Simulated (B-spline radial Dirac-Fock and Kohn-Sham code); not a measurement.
A summary of the ionisation energies of lutetium (Z = 71) against charge, from Dirac-Fock energy differences between relaxed states, corrected for Breit and QED terms and from the NIST table. The largest relative steps of the computed values, from charge +5 on, come at Lu⁵⁺ (66 electrons left, 65.17 to 113.9 eV); Lu²⁵⁺ (46 electrons left, 710.1 to 946.2 eV); Lu⁴³⁺ (28 electrons left, 2125.5 to 3612.3 eV); Lu⁶¹⁺ (10 electrons left, 6452.5 to 14610.2 eV). The median of |NIST − computed| / NIST over the 69 ions is 1.82 %.

| charge | computed (eV) | NIST (eV) |
| --- | --- | --- |
| 0 | 4.36 | 5.425871 |
| 4 | 65.17 | 66.8 |
| 8 | 143.2 | 159 |
| 12 | 249.3 | 276 |
| 16 | 372.4 | 399 |
| 20 | 531.6 | 560 |
| 24 | 710.1 | 713 |
| 28 | 1086.9 | 1081 |
| 32 | 1283.5 | 1292 |
| 36 | 1668.0 | 1641 |
| 40 | 1879.6 | 1933 |
| 44 | 3734.1 | 3706 |
| 48 | 4237.0 | 4211 |
| 52 | 4764.8 | 4803 |
| 56 | 5624.4 | 5525 |
| 60 | 6452.5 | 6452 |
| 64 | 15618.6 | 15211 |
| 70 | 73804.2 | 73804.35 |
